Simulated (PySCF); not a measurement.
H₂O₂W, neutral, multiplicity 3. Atoms are numbered in the order given.

```xyz
5

W      0.0000     0.0000     0.0000
O      0.0000     0.0000    -1.8216
H      0.0000     0.0000    -2.7745
O      0.0000     0.0000     1.8216
H      0.0000     0.0000     2.7745
```
Charge 0, spin multiplicity 3.

Geometry optimised at PBE0-D3(BJ)/def2-TZVP. The spin state was assumed, not searched. The def2 effective core potentials stand for the cores of W; spin–orbit coupling is left out. The values are those of a single conformer.

Computed with M06-2X/def2-TZVPD run with PySCF.

Mulliken values depend strongly on the basis, most of all with diffuse functions as here. ESP charges are fitted to the potential on shells at 1.4 to 2.0 van der Waals radii. Atomic charges (e):

| atom | Mulliken | ESP fit | Mulliken spin |
|---|---|---|---|
| W1 | 0.70 | … | 1.89 |
| O2 | -0.72 | … | 0.07 |
| H3 | 0.37 | … | -0.01 |
| O4 | -0.72 | … | 0.07 |
| H5 | 0.37 | … | -0.01 |

Question: Fill in the missing entries. (Estimate from the structure and the level; the computed values follow.)

Answer: 
- W1, ESP fit: 0.21
- O2, ESP fit: -0.55
- H3, ESP fit: 0.45
- O4, ESP fit: -0.55
- H5, ESP fit: 0.45
